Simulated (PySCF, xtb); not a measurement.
In(F)(Et)(OH) (C₂H₆FInO), SMILES C[CH2][In]([OH])[F]. The values are those of a single conformer.

Harmonic wavenumbers (cm⁻¹) from GFN2-xTB (xtb) at its own minimum, in rising order: 29, 53, 79, 111, 180, 205, 228, 333, 384, 435, 624, 654, 906, 963, 1073, 1136, 1196, 1393, 1425, 1471, 1472, 2982, 2993, 2998, 3005, 3011, 3651.

Task: What does PBE-D3(BJ)/def2-SVP run with PySCF give at its own minimum? (The exact figures need the calculation; the answer reports its results.)

Result: 17, 64, 106, 143, 225, 233, 275, 452, 572, 578, 626, 798, 916, 938, 1031, 1138, 1198, 1347, 1390, 1421, 1425, 2960, 3002, 3037, 3051, 3070, 3702. Paired by order, the mean absolute difference is 48 cm⁻¹ and the zero-point energies are 47.2 and 48.2 kcal/mol.
